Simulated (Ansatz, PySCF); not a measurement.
C3H6GeO, SMILES [C]1(C)=C[O][GeH2]1. Atoms are numbered in the order given.

```xyz
11

C     -0.5771     2.4311     0.0000
C      0.0230     1.0739     0.0000
C      1.3074     0.6488     0.0000
O      1.4342    -0.7048     0.0000
Ge    -0.4364    -0.8039     0.0000
H     -1.2105     2.6060    -0.8856
H     -1.2105     2.6060     0.8856
H      0.2085     3.2039     0.0000
H      2.2369     1.2358     0.0000
H     -0.9415    -1.5104    -1.2695
H     -0.9415    -1.5104     1.2695
```

Coordinates come from a PBE0-D3(BJ)/def2-SVP optimisation. This is a generated structure with no PubChem entry under its InChIKey; it may be hypothetical.

Two levels are set side by side: PBE-D3(BJ)/def2-SVP (Ansatz, an electronic-structure program) and PBE0-D3(BJ)/def2-SVP (Ansatz). Each level has its own optimised geometry; the coordinates shown are those of the second. Frequencies come from the Hessian of PySCF at each geometry. Differences are taken from unrounded values.

```json
[
 {"quantity": "mean bond length (Å)", "PBE0-D3(BJ)": "1.480", "PBE-D3(BJ)": "1.493", "PBE-D3(BJ) minus PBE0-D3(BJ)": "0.014"},
 {"quantity": "bond C1–C2 (Å)", "PBE0-D3(BJ)": "1.484", "PBE-D3(BJ)": "1.489", "PBE-D3(BJ) minus PBE0-D3(BJ)": "0.005"},
 {"quantity": "bond C2–C3 (Å)", "PBE0-D3(BJ)": "1.353", "PBE-D3(BJ)": "1.365", "PBE-D3(BJ) minus PBE0-D3(BJ)": "0.012"},
 {"quantity": "bond C2–Ge5 (Å)", "PBE0-D3(BJ)": "1.933", "PBE-D3(BJ)": "1.949", "PBE-D3(BJ) minus PBE0-D3(BJ)": "0.016"},
 {"quantity": "bond C3–O4 (Å)", "PBE0-D3(BJ)": "1.360", "PBE-D3(BJ)": "1.372", "PBE-D3(BJ) minus PBE0-D3(BJ)": "0.013"},
 {"quantity": "bond C3–Ge5 (Å)", "PBE0-D3(BJ)": "2.270", "PBE-D3(BJ)": "2.291", "PBE-D3(BJ) minus PBE0-D3(BJ)": "0.022"},
 {"quantity": "bond O4–Ge5 (Å)", "PBE0-D3(BJ)": "1.873", "PBE-D3(BJ)": "1.905", "PBE-D3(BJ) minus PBE0-D3(BJ)": "0.032"},
 {"quantity": "bond C1–H6 (Å)", "PBE0-D3(BJ)": "1.103", "PBE-D3(BJ)": "1.112", "PBE-D3(BJ) minus PBE0-D3(BJ)": "0.009"},
 {"quantity": "bond C1–H7 (Å)", "PBE0-D3(BJ)": "1.103", "PBE-D3(BJ)": "1.112", "PBE-D3(BJ) minus PBE0-D3(BJ)": "0.009"},
 {"quantity": "bond C1–H8 (Å)", "PBE0-D3(BJ)": "1.102", "PBE-D3(BJ)": "1.110", "PBE-D3(BJ) minus PBE0-D3(BJ)": "0.008"},
 {"quantity": "bond C3–H9 (Å)", "PBE0-D3(BJ)": "1.099", "PBE-D3(BJ)": "1.108", "PBE-D3(BJ) minus PBE0-D3(BJ)": "0.009"},
 {"quantity": "bond Ge5–H10 (Å)", "PBE0-D3(BJ)": "1.538", "PBE-D3(BJ)": "1.553", "PBE-D3(BJ) minus PBE0-D3(BJ)": "0.015"},
 {"quantity": "bond Ge5–H11 (Å)", "PBE0-D3(BJ)": "1.538", "PBE-D3(BJ)": "1.553", "PBE-D3(BJ) minus PBE0-D3(BJ)": "0.015"},
 {"quantity": "highest harmonic wavenumber (cm⁻¹)", "PBE0-D3(BJ)": "3161", "PBE-D3(BJ)": "3059", "PBE-D3(BJ) minus PBE0-D3(BJ)": "-102"},
 {"quantity": "mean harmonic wavenumber (cm⁻¹)", "PBE0-D3(BJ)": "1289", "PBE-D3(BJ)": "1239", "PBE-D3(BJ) minus PBE0-D3(BJ)": "-50"},
 {"quantity": "zero-point energy (kcal/mol)", "PBE0-D3(BJ)": "49.75", "PBE-D3(BJ)": "47.81", "PBE-D3(BJ) minus PBE0-D3(BJ)": "-1.93"}
]
```

Exact exchange shortens and stiffens bonds; PBE has none. Differences between two approximate levels are no errors against the true value.
